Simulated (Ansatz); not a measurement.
Reactions of Cl₂H₄N₂Sn, SMILES `[NH2][Sn]([NH2])([Cl])[Cl]`.

Program: Ansatz. Geometries: PBE0-D4/def2-TZVP. ΔE: electronic, gas phase. CCSD(T)/CBS is the MP2 limit (def2-TZVPP, def2-QZVPP) plus CCSD(T) − MP2 in def2-TZVPP, frozen cores. This one scheme is used for every species, atoms too. DFT in def2-TZVPP. Open shells (•) are unrestricted, without spin–orbit coupling. Spin–orbit coupling would lower the free atoms: a little for Cl; strongly for Sn. def2 core potentials past Kr. Bonds to Sn are less sure, by a few kJ/mol each and by 10 to 20 or more in all where they break to atoms, as the def2 sets lack core-valence functions. One conformer a species, not always the lowest.

| reaction | HF/CBS(def2) (kJ/mol) | r2SCAN-D4 (kJ/mol) | PBE-D4 (kJ/mol) | CCSD(T)/CBS(def2) (kJ/mol) |
| --- | --- | --- | --- | --- |
| `[NH2][Sn]([NH2])([Cl])[Cl]` → `[Cl][Sn][Cl]` + `NN` | 134 | 149 | 122 | 161 |
| `[NH2][Sn]([NH2])([Cl])[Cl]` → Cl₂ + `[NH2][Sn][NH2]` | 358 | 344 | 310 | 345 |
| `[NH2][Sn]([NH2])([Cl])[Cl]` + HCl → `[NH2][Sn]([Cl])([Cl])[Cl]` + NH₃ | -85 | -78 | -76 | -74 |
| `[NH2][Sn]([NH2])([Cl])[Cl]` → 2 Cl• + 4 H• + 2 N• + Sn• | 1795 | 2754 | 2831 | 2794 |
| `[NH2][Sn]([NH2])([Cl])[Cl]` + H–F → `[NH2][Sn]([F])([Cl])[Cl]` + NH₃ | -56 | -48 | -43 | -37 |
| `[NH2][Sn]([NH2])([Cl])[Cl]` + NH₃ → `[NH2][Sn]([NH2])([NH2])[Cl]` + HCl | 101 | 93 | 89 | 88 |

Largest T1 diagnostic: 0.016, for `[NH2][Sn][NH2]`.
